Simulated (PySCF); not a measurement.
## HBr: calculation against experiment

**Experimental background.**

From NIST CCCBDB Release 22 (SRD 101), experimental polarizabilities, for the gas: mean polarisability 3.616 Å³.

The runs below try to reproduce these values; the comparison stands at the end.

Species: HBr.
SMILES with atom numbers: `[BrH:1]` (hydrogens: H2 on Br1)

Structure used (PBE0-D3(BJ)/def2-TZVP), in Å, numbered top down from 1:
```
atom  x, y, z in Å
Br1   -0.647   -0.284    0.042
H2     0.664    0.255   -0.054
```

Runs made with PySCF (gas phase, on this PBE0-D3(BJ)/def2-TZVP geometry; no spin–orbit coupling):

```tsv
level	job	basis functions	wall time
CAM-B3LYP/aug-cc-pVTZ	10 singlets by full TDDFT, 4 Tamm–Dancoff triplets, polarisability	82	2.7 s
PBE0/aug-cc-pVTZ	10 singlets by full TDDFT, 4 Tamm–Dancoff triplets, polarisability, dynamic polarisability	82	2.8 s
wB97X-D/aug-cc-pVTZ	10 singlets by full TDDFT, 4 Tamm–Dancoff triplets, polarisability, ΔSCF ions	82	4.5 s
```

Hardware: one thread, Arm Neoverse N1 (aarch64), no GPU, on a shared host.

## Comparison

**Mean polarisability.** Measured: 3.616 Å³ (NIST CCCBDB Release 22 (SRD 101), experimental polarizabilities).

```tsv
level	computed (Å³)	computed − measured (Å³)	% (from the printed values)
CAM-B3LYP/aug-cc-pVTZ	3.562	-0.054	-1
PBE0/aug-cc-pVTZ	3.557	-0.059	-2
wB97X-D/aug-cc-pVTZ	3.597	-0.019	-1
```

All 3 levels lie below the measurement. The computed values are static and purely electronic, with core orbitals frozen in the response (1 au = 0.148185 Å³). The table of measured values doesn't say here whether a value is static or optical, or holds a vibrational part.

The geometry is computed, not the measured one. Where a level misses, the cause wasn't examined.
